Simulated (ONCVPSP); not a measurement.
## Sr (Z = 38): one change to an ONCV potential, before and after

| Quantity | Value |
| --- | --- |
| Element | Sr |
| Generator | ONCVPSP 4.0.1 |
| Type | optimised norm-conserving Vanderbilt (ONCV) |
| Functional | BLYP |
| Relativity | scalar-relativistic |
| Frozen core | [Ar] 3d10 |
| Valence charge | 10 |
| Reference configuration | 4s2 4p6 (charge +2) |
| Partial waves | 4s: rc 1.80 bohr, ncon 5, nbas 8, qcut 5.9 1/bohr, 2 projectors, debl 1.1 Ha; 4p: rc 1.70 bohr, ncon 3, nbas 7, qcut 5.1 1/bohr, 3 projectors, debl 3 Ha; d scattering state at 0.31 Ha: rc 1.70 bohr, ncon 4, nbas 7, qcut 6.7 1/bohr, local |
| Local potential | the d channel |
| Core correction | Teter function, fcfact 3.75, rcfact 1.25 |

In the s channel the program set the typed energies aside and used -2.005, 0.250 Ha. In the d channel the program set the typed energies aside and used 0.050 Ha.

All-electron outer shells of the reference configuration (BLYP, scalar-relativistic, ld1.x):

| shell | level (eV) | outermost node (bohr) | outermost maximum (bohr) |
| --- | --- | --- | --- |
| 4p | -36.33 | 0.61 | 1.32 |

Change: p: qcut 6.3.

Cutoffs: the cutoffs (Ha) at which the residual kinetic energy of the hardest occupied pseudo-wave falls to 1 and 0.1 mHa per electron; they do not see the model core or the augmentation charge, which bear on the density cutoff. Errors are all-electron minus pseudo energies relative to the spin-unpolarised reference configuration.

Task: Predict the effect on cutoff, ghosts and configuration errors.

Result: The potential gets neither clearly harder nor softer (16 Ha and 41 Ha → 16 Ha and 41 Ha); the s channel sets the loose cutoff, while the largest relative change is in p, which becomes harder; the errors of the 3 common tests hardly move; neither file shows a bound ghost.

| quantity | base | changed |
| --- | --- | --- |
| cutoff, loose | 16 Ha | 16 Ha |
| cutoff, tight | 41 Ha | 41 Ha |
| loose cutoff by channel | s 16 Ha, p 7.4 Ha | s 16 Ha, p 13 Ha |
| bound ghosts | none | none |
| GHOST(+) flags under 300 eV | s at 196.0 eV | s at 196.0 eV |
| tests with a reliable result | 3 of 4 | 3 of 4 |
| error for 4s2 4p6 5s2, meV [ΔE -16.93 eV] | +2.0 | +1.9 |
| error for 4s2 4p6 5s1, meV [ΔE -11.13 eV] | +1.3 | +1.2 |
| error for 4s2 4p6 5s1.5, meV [ΔE -14.66 eV] | +1.7 | +1.6 |
| s: phases at 1.82 bohr within 0.05 rad from the reference energy up to (Ha; the scan ends near 5) | to the end of the scan | to the end of the scan |
| p: phases at 1.73 bohr within 0.05 rad from the reference energy up to (Ha; the scan ends near 5) | to the end of the scan | to the end of the scan |
| d: phases at 1.73 bohr within 0.05 rad from the reference energy up to (Ha; the scan ends near 5) | 4.0 | 4.0 |
| rms error of d²Exc/dni dnj with the model core, mHa | 2.29 | 2.28 |
